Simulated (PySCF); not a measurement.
**TDDFT excited states: C7H12**

Compound: C7H12.
SMILES: `C1C[C@H]2[C@@H]([C@@H]1C2)C`

Level of theory: TDDFT B3LYP/def2-SVPD, vertical, gas phase, core orbitals frozen in the response (PySCF 2.14.0, density-fitted response routines). Geometry: GFN2-xTB; no solvent, vibrations or thermal averaging.

Question: What does the calculation give for the low-lying excited states?

Answer: 

```csv
state,E (eV),E (kJ/mol),λ (nm),f,symmetry,"main configurations (H = HOMO, L = LUMO)"
S1,7.59,732,163.4,0.017,A″,H→L (98%)
S2,7.97,769,155.5,0.028,A′,H-1→L (98%)
S3,8.00,771,155.1,0.0016,–,H-2→L (95%)
S4,8.09,781,153.2,0.0032,A″,"H→L+1 (87%), H→L+3 (10%)"
S5,8.20,791,151.3,0.0004,–,H→L+2 (95%)
S6,8.21,792,151.0,0.0070,A″,"H→L+3 (87%), H→L+1 (10%)"
S7,8.40,810,147.7,0.0002,–,H-3→L (95%)
S8,8.49,819,146.1,0.014,A′,"H-1→L+1 (86%), H-1→L+3 (11%)"
```

Triplets (Tamm–Dancoff): T1 7.49 eV, H→L (97%); T2 7.84 eV, H-1→L (94%); T3 7.86 eV, H-2→L (88%).

The lowest singlet comes at 163 nm (732 kJ/mol) in the vacuum ultraviolet; it is weak; its leading configuration is HOMO→LUMO (98%). The most intense listed level is S2 at 7.97 eV (155 nm, f = 0.028), 0.39 eV above S1. Löwdin shares by element: HOMO carbon 64% or more (atoms not listed hold the other 36%); LUMO carbon 34% or more (atoms not listed hold the other 66%). The oscillator strengths of these states sum to 0.072; summed over the whole spectrum of an exact calculation they would give the number of electrons, 54 (Thomas–Reiche–Kuhn). The listed states span 0.90 eV, and the widest gap between neighbours is 0.39 eV (S1 to S2). Orbital energies (eV): HOMO-3 -8.69, HOMO-2 -8.30, HOMO-1 -8.28, HOMO -7.90, LUMO 0.57, LUMO+1 1.05, LUMO+2 1.18. Symmetry labels in Cs follow from the direction of the transition dipole and are given only for states with f of 0.002 or more. Singlets were solved by full linear response, triplets in the Tamm–Dancoff approximation.
